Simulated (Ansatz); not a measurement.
Z-matrix (Å, degrees):
```
N
C 1 1.3982
C 2 1.4017 1 117.61
H 3 1.0890 2 119.31 1 180.00
C 3 1.3907 4 122.27 2 180.00
N 5 1.3241 3 124.25 4 -180.00
C 6 1.3416 5 119.51 3 0.00
N 7 1.3268 6 119.43 5 180.00
C 8 1.3359 7 119.37 6 -180.00
C 9 1.3796 8 124.24 7 0.00
H 10 1.0881 9 123.38 8 180.00
H 9 1.0963 8 115.94 7 180.00
H 5 1.0971 6 116.14 7 180.00
C 10 1.4125 11 117.45 9 -180.00
N 14 1.3319 10 121.54 11 0.00
C 15 1.3372 14 118.46 10 -180.00
C 16 1.3800 15 123.83 14 0.00
H 17 1.0892 16 122.27 15 180.00
H 16 1.0961 15 116.11 14 -180.00
```
Charge 0, spin multiplicity 1.

Method: frozen-core CCSD(T)/def2-SVP // B3LYP-D3(BJ)/def2-SVP (Ansatz, a first-principles code).

```
Item                           Result
----------------------  -------------
HF energy               -561.65689 Ha
MP2 correlation energy    -1.77176 Ha
```

Task: Estimate the CCSD correlation energy, the (T) correction, the total energy and the T1 diagnostic.

Result: 
```
Item                            Result
-----------------------  -------------
CCSD correlation energy    -1.81331 Ha
(T) correction             -0.09016 Ha
CCSD(T) total energy     -563.56036 Ha
T1 diagnostic                    0.020
```
